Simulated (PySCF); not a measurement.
# Ar¹⁵⁺ (argon, charge +15) across methods

[He] 2s1, 2S determinant. Calculation: PySCF 2.14, in an even-tempered Gaussian basis (17 s from 2.4 bohr⁻², ratio 2.2; 9 p from 3.8 bohr⁻², ratio 2.4; 6 d from 11 bohr⁻², ratio 2.4; 5 f from 17 bohr⁻², ratio 2.4; 4 g from 26 bohr⁻², ratio 2.4); no relativity, point nucleus. The B2PLYP total includes its PT2 part (frozen core); its orbital energies are those of the SCF part.

```csv
method,E (hartree),mean ε 1s α (eV),mean ε 1s β (eV),mean ε 2s α (eV),Σ⟨r²⟩ (bohr²),⟨S²⟩
UHF,-346.44648,-4020.7,-4011.2,-913.92,0.1692,0.750
r2SCAN,-346.4705,-3917.1,-3913.0,-890.71,0.1692,0.750
PBE,-346.3305,-3904.5,-3899.8,-889.19,0.1691,0.750
B3LYP,-346.4148,-3928.2,-3923.0,-894.40,0.1690,0.750
PBE0,-346.3738,-3933.7,-3927.9,-895.51,0.1691,0.750
LDA,-345.0687,-3892.3,-3887.5,-886.81,0.1695,0.750
B2PLYP,-346.5005,-3967.0,-3960.0,-902.52,0.1690,0.750
```
